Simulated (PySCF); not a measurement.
GeH5Si, SMILES [SiH2][GeH3] (connectivity only; charge and spin as stated), charge +1, multiplicity 1.

Geometry optimised at PBE0-D3(BJ)/def2-TZVP. The multiplicity is an assumed one; other spin states were not compared. The isomer is the one that the SMILES or the coordinates give; other isomers of the formula were not compared.

Computed with r2SCAN/def2-TZVPD (PySCF).

Symmetry labels are those of the subgroup Cs that the program uses (full group Cs).

Computed valence orbital energies around the gap with their symmetry:
| orbital | symmetry | energy (eV) |
|---|---|---|
| HOMO−7 | A' | -36.00 |
| HOMO−6 | A" | -35.99 |
| HOMO−5 | A' | -20.69 |
| HOMO−4 | A' | -18.87 |
| HOMO−3 | A" | -15.41 |
| HOMO−2 | A' | -14.32 |
| HOMO−1 | A" | -14.15 |
| HOMO | A' | -13.62 |
| LUMO | A' | -9.97 |
| LUMO+1 | A' | -6.10 |
| LUMO+2 | A" | -5.79 |
| LUMO+3 | A' | -4.83 |
